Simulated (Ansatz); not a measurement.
CdTe, SMILES [Cd]=[Te].

Geometry optimised at PBE0-D3(BJ)/def2-TZVP. The def2 effective core potentials stand for the cores of Cd, Te; spin–orbit coupling is left out.

Two levels are set side by side: PBE/def2-TZVPD (Ansatz, a first-principles code) and ωB97X-V/def2-TZVPD (Ansatz). Energy differences of separate SCF runs at the same geometry; the states with an electron removed or added have multiplicity 2 and 2. Differences are taken from unrounded values.

```csv
quantity,ωB97X-V,PBE,PBE minus ωB97X-V
vertical ionisation energy (eV),7.53,7.74,0.21
vertical electron affinity (eV),2.32,2.24,-0.08
vertical singlet–triplet gap (eV),0.12,0.32,0.20
```
